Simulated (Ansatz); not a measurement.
Process, species as SMILES: CNB(O)O [methylaminoboronic acid] → [CH2]NB(O)O + H atom (the C-H bond at the site shown breaks; other sites are not compared here)
Structures are relaxed separately at B3LYP-D3(BJ)/def2-TZVP in Ansatz (a first-principles code), one conformer each, not searched for the lowest. Frequencies are from Ansatz.

Property: bond dissociation energy (0 K, with B3LYP-D3(BJ) harmonic zero-point energies), in eV. Correlated levels leave the core frozen unless marked. Open shells are spin-unrestricted. No spin-orbit coupling. No relativistic terms. Basis-set limits of correlation are two-point, X^-3; Hartree-Fock from the larger set.

| level | program | bond dissociation energy (eV) |
|---|---|---|
| HF/STO-3G | Ansatz | 4.01 |
| HF/6-31G | Ansatz | 2.67 |
| HF/cc-pVTZ | Ansatz | 2.80 |
| PBE-D4/def2-TZVPD | Ansatz + dftd4 | 3.57 |

### Question
What does CCSD(T)/CBS(cc-pVTZ,cc-pVQZ) (Ansatz) give?

### Answer
3.82 eV, so PBE-D4/def2-TZVPD differs from it by -0.25 eV.
